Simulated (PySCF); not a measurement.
Cartesian coordinates (Å):
```xyz
3

Zn     0.0000     0.0000     0.0000
F      1.1201     0.7074    -1.1201
F     -1.1201    -0.7074     1.1201
```
Charge 0, spin multiplicity 1.

### Question
Give the total energy, LUMO, HOMO–LUMO gap, charge on the central atom (meta-Löwdin) and HOMO at the level TPSSh-D3(BJ)/def2-TZVP // TPSS-D3(BJ)/def2-SVP (PySCF).

### Answer

```
Item                                              Value
----------------------------------------  -------------
total energy                              -1979.2115 Ha
LUMO                                           -2.37 eV
HOMO–LUMO gap                                   7.06 eV
charge on the central atom (meta-Löwdin)         1.42 e
HOMO                                           -9.43 eV
```
